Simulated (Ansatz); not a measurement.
A saddle search, step by step

SiH6SO2, closed shell, PBE0-D4/def2-SVP (Ansatz 0.2.0). Settings; a guess of the unstable mode was typed too, and convergence needs a confirmed negative curvature besides the force tolerance:

```yaml
hamiltonian: {xc: pbe0, dispersion: d4}
saddle:
  f_tol: 0.05
  max_steps: 40
```

Start:

Si1  (-0.042, -0.396, -0.464)
S2  (0.920, -0.844, 1.791)
H3  (1.282, -0.373, -0.985)
H4  (-0.863, -1.646, -0.195)
O5  (-0.847, 0.236, -1.848)
H6  (0.099, 0.685, 1.398)
O7  (-0.613, 0.929, 0.605)
H8  (2.183, -0.321, 1.498)
H9  (-1.906, -0.022, -1.928)
H10  (-0.544, 1.847, 0.245)
(Å)

```csv
step,energy less the last (meV),largest force component (eV/Å)
1,539.5,4.444
2,304.7,6.313
3,20.5,0.379
4,9.7,0.295
5,5.1,0.214
6,1.8,0.104
7,0.9,0.077
8,0.6,0.039
9,0.1,0.019
10,0.0,0.010
```

Step 3, positions (Å) and forces (eV/Å):

```csv
atom,x,y,z,Fx,Fy,Fz
Si1,-0.076,-0.432,-0.474,-0.373,-0.327,-0.320
S2,0.945,-0.838,1.782,0.303,0.088,0.151
H3,1.292,-0.366,-1.008,0.209,0.024,-0.035
H4,-0.874,-1.663,-0.206,0.055,0.082,-0.031
O5,-0.865,0.224,-1.828,0.231,-0.005,0.139
H6,0.057,0.709,1.433,-0.223,-0.134,-0.202
O7,-0.605,0.960,0.596,0.189,0.379,0.377
H8,2.173,-0.351,1.471,-0.123,-0.060,0.044
H9,-1.797,-0.001,-1.862,-0.202,-0.002,-0.075
H10,-0.583,1.853,0.216,-0.066,-0.047,-0.049
```

Step 5, positions (Å) and forces (eV/Å):

| atom | x | y | z | Fx | Fy | Fz |
| --- | --- | --- | --- | --- | --- | --- |
| Si1 | -0.082 | -0.440 | -0.477 | -0.081 | -0.094 | -0.214 |
| S2 | 0.960 | -0.833 | 1.790 | 0.068 | -0.032 | 0.130 |
| H3 | 1.300 | -0.371 | -1.003 | 0.013 | 0.000 | -0.001 |
| H4 | -0.876 | -1.668 | -0.209 | 0.016 | 0.017 | 0.010 |
| O5 | -0.867 | 0.224 | -1.824 | -0.104 | -0.046 | 0.043 |
| H6 | 0.042 | 0.696 | 1.429 | 0.010 | 0.041 | -0.013 |
| O7 | -0.597 | 0.970 | 0.600 | -0.028 | 0.035 | 0.061 |
| H8 | 2.182 | -0.352 | 1.473 | -0.017 | 0.019 | -0.006 |
| H9 | -1.806 | 0.009 | -1.872 | 0.116 | 0.055 | -0.033 |
| H10 | -0.588 | 1.858 | 0.211 | 0.007 | 0.005 | 0.024 |

Step 9, positions (Å) and forces (eV/Å):

| atom | x | y | z | Fx | Fy | Fz |
| --- | --- | --- | --- | --- | --- | --- |
| Si1 | -0.084 | -0.460 | -0.478 | -0.001 | -0.003 | -0.019 |
| S2 | 0.982 | -0.833 | 1.798 | 0.003 | -0.003 | 0.006 |
| H3 | 1.298 | -0.401 | -1.006 | -0.003 | -0.002 | 0.000 |
| H4 | -0.884 | -1.679 | -0.201 | 0.001 | -0.001 | 0.002 |
| O5 | -0.854 | 0.224 | -1.821 | -0.002 | -0.006 | 0.002 |
| H6 | 0.022 | 0.711 | 1.428 | 0.000 | 0.006 | 0.000 |
| O7 | -0.614 | 0.960 | 0.609 | -0.005 | -0.003 | 0.002 |
| H8 | 2.186 | -0.325 | 1.455 | -0.002 | 0.004 | 0.001 |
| H9 | -1.797 | 0.048 | -1.890 | 0.005 | 0.006 | 0.003 |
| H10 | -0.587 | 1.850 | 0.224 | 0.003 | 0.002 | 0.004 |

Last step (10):

```csv
atom,x (Å),y (Å),z (Å)
Si1,-0.0834,-0.4635,-0.4806
S2,0.9853,-0.8330,1.7975
H3,1.2978,-0.4103,-1.0098
H4,-0.8841,-1.6810,-0.1983
O5,-0.8505,0.2207,-1.8243
H6,0.0159,0.7062,1.4279
O7,-0.6172,0.9569,0.6080
H8,2.1836,-0.3112,1.4558
H9,-1.7978,0.0623,-1.8844
H10,-0.5814,1.8475,0.2263
```

The run took about 120 s on 4 CPU threads of an Intel Xeon Platinum 8259CL (shared host).
